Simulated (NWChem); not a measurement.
System meant: BeF$_{2}$ anion, doublet; SMILES of the neutral closed-shell parent [F][Be][F]

Input file for NWChem:

```
start job
memory heap 200 mb stack 900 mb global 1100 mb
charge -1
geometry units angstroms noautoz
  Be     0.000000     0.000000     0.564691
  F      1.326356     0.000000    -0.078353
  F     -1.326356     0.000000    -0.078353
end
basis spherical
  Be library def2-svp
  F library def2-svp
end
dft
  odft
  mult 3
  xc pbe0
  iterations 150
  mulliken
end
task dft energy
```

End of the output:

```
 ==============================================================================
                                 internuclear angles
 ------------------------------------------------------------------------------
        center 1       |       center 2       |       center 3       |  degrees
 ------------------------------------------------------------------------------
    2 F                |   1 Be               |   3 F                |   128.27
 ------------------------------------------------------------------------------
                            number of included internuclear angles:          1
 ==============================================================================

 Summary of "ao basis" -> "" (spherical)
 ------------------------------------------------------------------------------
       Tag                 Description            Shells   Functions and Types
 ---------------- ------------------------------  ------  ---------------------
 Be                         def2-svp                 5        9   3s2p
 F                          def2-svp                 6       14   3s2p1d

                                 NWChem DFT Module
                                 -----------------

 Summary of "ao basis" -> "ao basis" (spherical)
 ------------------------------------------------------------------------------
       Tag                 Description            Shells   Functions and Types
 ---------------- ------------------------------  ------  ---------------------
 Be                         def2-svp                 5        9   3s2p
 F                          def2-svp                 6       14   3s2p1d

      Symmetry analysis of basis
      --------------------------

        a1         15
        a2          4
        b1         12
        b2          6

  number of electrons :                   23
  multiplicity        :                    3
 ------------------------------------------------------------------------
  no. of electrons and multiplicity not compatible                  23
 ------------------------------------------------------------------------
 ------------------------------------------------------------------------
  current input line :
    20: task dft energy
 ------------------------------------------------------------------------
 ------------------------------------------------------------------------
 There is an error in the input file
 ------------------------------------------------------------------------
 For more information see the NWChem manual at https://nwchemgit.github.io

0: no. of electrons and multiplicity not compatible:Received an Error in Communication
```

Question: What is wrong, and how is it mended?

Answer: The input was rejected before any calculation. Cause: the multiplicity doesn't fit the number of electrons (an even count wants an odd multiplicity, and the reverse). This input runs:
```
start job
memory heap 200 mb stack 900 mb global 1100 mb
charge -1
geometry units angstroms noautoz
  Be     0.000000     0.000000     0.564691
  F      1.326356     0.000000    -0.078353
  F     -1.326356     0.000000    -0.078353
end
basis spherical
  * library def2-svp
end
dft
  odft
  mult 2
  xc pbe0
  iterations 150
  mulliken
end
task dft energy
```
It converges to -214.17351 Ha (PBE0/def2-SVP, spin-unrestricted).
